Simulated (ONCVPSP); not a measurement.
Before and after: ONCV potential for F

* Element: F (Z = 9)
* Generator: ONCVPSP 4.0.1
* Type: optimised norm-conserving Vanderbilt (ONCV)
* Functional: LDA (Perdew-Wang 92)
* Relativity: scalar-relativistic
* Frozen core: [He]
* Valence charge: 7
* Reference configuration: 2s2 2p5
* Partial waves: 2s: rc 0.65 bohr, ncon 3, nbas 6, qcut 11.9 1/bohr, 2 projectors, debl 1.2 Ha; 2p: rc 1.45 bohr, ncon 4, nbas 8, qcut 10.4 1/bohr, 3 projectors, debl 2.7 Ha; d scattering state at 0.11 Ha: rc 1.25 bohr, ncon 3, nbas 6, qcut 8.9 1/bohr, 2 projectors, debl 2.2 Ha
* Local potential: polynomial inside 0.60 bohr (lpopt 5, dvloc0 0 Ha)
* Core correction: none

All-electron outer shells of the reference configuration (LDA (PZ), scalar-relativistic, ld1.x):

```tsv
shell	level (eV)	outermost node (bohr)	outermost maximum (bohr)
1s	-658.96	–	0.12
2s	-29.65	0.24	0.77
2p	-11.29	–	0.71
```

Change: all radii scaled by about 1.27 (s 0.82, p 1.84, d 1.58 bohr); local potential polynomial inside 0.76 bohr (lpopt 5, dvloc0 0 Ha).

Cutoffs: the cutoffs (Ha) at which the residual kinetic energy of the hardest occupied pseudo-wave falls to 1 and 0.1 mHa per electron; they do not see the model core or the augmentation charge, which bear on the density cutoff. Errors are all-electron minus pseudo energies relative to the spin-unpolarised reference configuration.

Task: What does the change do?

Result: The potential gets softer (57 Ha and 71 Ha → 50 Ha and 62 Ha); of the 4 tests that both files solve, the error grows in 4 and shrinks in 0 by more than 15 % and 0.3 meV (median size 143.3 → 311.6 meV); neither file shows a bound ghost. A larger radius leaves more room for a smooth pseudo-wave, so fewer plane waves are needed. More of the atom is replaced by a form fitted at one configuration, so other configurations suffer.

| quantity | base | changed |
| --- | --- | --- |
| cutoff, loose | 57 Ha | 50 Ha |
| cutoff, tight | 71 Ha | 62 Ha |
| loose cutoff by channel | s 57 Ha, p 36 Ha | s 50 Ha, p 28 Ha |
| bound ghosts | none | none |
| GHOST(+) flags under 300 eV | none | none |
| error for 2s2 2p4, meV [ΔE 19.56 eV] | +32 | +76 |
| error for 2s2 2p3, meV [ΔE 58.08 eV] | +254 | +547 |
| error for 2s2 2p2, meV [ΔE 118.82 eV] | +961 | +1929 |
| error for 2s1 2p5, meV [ΔE 38.21 eV] | -27 | -74 |
